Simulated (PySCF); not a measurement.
## C (carbon, neutral) across methods

[He] 2s2 2p2, high-spin 3P determinant. Calculation: PySCF 2.14, in aug-cc-pVTZ-DK (5s4p3d2f, 46 functions); the spin-free X2C one-electron Hamiltonian (Gaussian nucleus).

| method | E (hartree) | mean ε 2s α (eV) | mean ε 2s β (eV) | mean ε 2p α (eV) | Σ⟨r²⟩ (bohr²) | ⟨S²⟩ |
| --- | --- | --- | --- | --- | --- | --- |
| UHF | -37.70676 | -22.588 | -15.908 | -11.936 | 13.78 | 2.010 |
| PBE0 | -37.8202 | -16.628 | -13.263 | -7.648 | 14.01 | 2.004 |
| r2SCAN | -37.8477 | -15.243 | -11.967 | -6.572 | 13.95 | 2.007 |
| LDA | -37.4824 | -14.388 | -11.892 | -6.125 | 14.31 | 2.003 |
| PBE | -37.8111 | -14.462 | -11.921 | -6.095 | 14.24 | 2.003 |
| BLYP | -37.8618 | -14.197 | -11.892 | -5.932 | 14.25 | 2.003 |
| LC-wPBE | -37.8371 | -19.833 | -16.337 | -10.677 | 13.94 | 2.003 |
| MN15 | -37.8310 | -16.939 | -14.050 | -8.182 | 14.16 | 2.002 |

Q: Estimate the same row for B97-3.

A: E (hartree) = -37.8602; mean ε 2s α (eV) = -16.692; mean ε 2s β (eV) = -13.385; mean ε 2p α (eV) = -7.641; Σ⟨r²⟩ (bohr²) = 13.88; ⟨S²⟩ = 2.005.
